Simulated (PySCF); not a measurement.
# Deuteron quadrupole couplings in 1,6-hexanediol

Compound: 1,6-hexanediol, C₆H₁₄O₂.
SMILES with atom numbers: `[OH:1][CH2:2][CH2:3][CH2:4][CH2:5][CH2:6][CH2:7][OH:8]` (hydrogens: H9 on O1; H10, H11 on C2; H12, H13 on C3; H14, H15 on C4; H16, H17 on C5; H18, H19 on C6; H20, H21 on C7; H22 on O8)

Structure used (PBE0-D3(BJ)/def2-SVP), in Å, numbered top down from 1:
```
atom  x, y, z in Å
O1     4.1846    0.0406    0.4863
C2     3.0014    0.7441    0.2254
C3     1.7489   -0.0912    0.4303
C4     0.4613    0.6786    0.1824
C5    -0.7959   -0.1566    0.3735
C6    -2.0814    0.6079    0.0992
C7    -3.3361   -0.2277    0.2887
O8    -4.5184    0.4970    0.0875
H9     4.2252   -0.7048   -0.1216
H10    2.9943    1.1748   -0.7980
H11    2.9917    1.6011    0.9188
H12    1.7631   -0.4975    1.4561
H13    1.7882   -0.9667   -0.2455
H14    0.4218    1.5547    0.8543
H15    0.4708    1.0906   -0.8431
H16   -0.8170   -0.5531    1.4046
H17   -0.7464   -1.0429   -0.2849
H18   -2.0622    0.9958   -0.9370
H19   -2.1501    1.4928    0.7547
H20   -3.2856   -1.1241   -0.3647
H21   -3.3761   -0.6047    1.3239
H22   -4.5143    0.8225   -0.8185
```

Level: PBE0/pcSseg-1 (PySCF, non-relativistic); Q(2H) = 0.00286 b; rigid geometry, the same for H and D, with no vibrational averaging.

Question: Rank these positions by the coupling χzz of a deuteron there, largest first.
A. H20 (methylene hydrogen)
B. H12 (methylene hydrogen)
C. H22 (hydroxyl hydrogen)

Answer: C (316 kHz), B (190 kHz), A (179 kHz).

Give the electric field gradient Vzz (the principal value of largest size), its asymmetry and the 2H coupling at each hydrogen.

| atom | bonded to | bond length (Å) | Vzz (au) | η | χzz (kHz) |
| --- | --- | --- | --- | --- | --- |
| H9 | O1 | 0.963 | 0.4706 | 0.15 | 316 |
| H10 | C2 | 1.110 | 0.2668 | 0.07 | 179 |
| H11 | C2 | 1.102 | 0.2785 | 0.06 | 187 |
| H12 | C3 | 1.103 | 0.2830 | 0.01 | 190 |
| H13 | C3 | 1.107 | 0.2795 | 0.04 | 188 |
| H14 | C4 | 1.105 | 0.2813 | 0.03 | 189 |
| H15 | C4 | 1.105 | 0.2809 | 0.03 | 189 |
| H16 | C5 | 1.105 | 0.2812 | 0.03 | 189 |
| H17 | C5 | 1.105 | 0.2810 | 0.03 | 189 |
| H18 | C6 | 1.107 | 0.2795 | 0.04 | 188 |
| H19 | C6 | 1.103 | 0.2830 | 0.01 | 190 |
| H20 | C7 | 1.110 | 0.2669 | 0.07 | 179 |
| H21 | C7 | 1.102 | 0.2786 | 0.06 | 187 |
| H22 | O8 | 0.963 | 0.4705 | 0.15 | 316 |

Average by the element that carries the hydrogen.

on O: 316 kHz over 2 positions, mean bond length 0.963 Å; on C: 187 kHz over 12 positions, mean bond length 1.105 Å.

How does χzz go with the bond length over the 12 C–H bonds?

A straight-line fit has a slope of -11.5 kHz for each 0.01 Å, with a correlation coefficient of -0.82, over lengths from 1.102 to 1.110 Å. The longer bonds have the smaller couplings here.

Isolated species at its PBE0-D3(BJ)/def2-SVP geometry (one conformer only). With a basis this small, the couplings can be 20 % off.
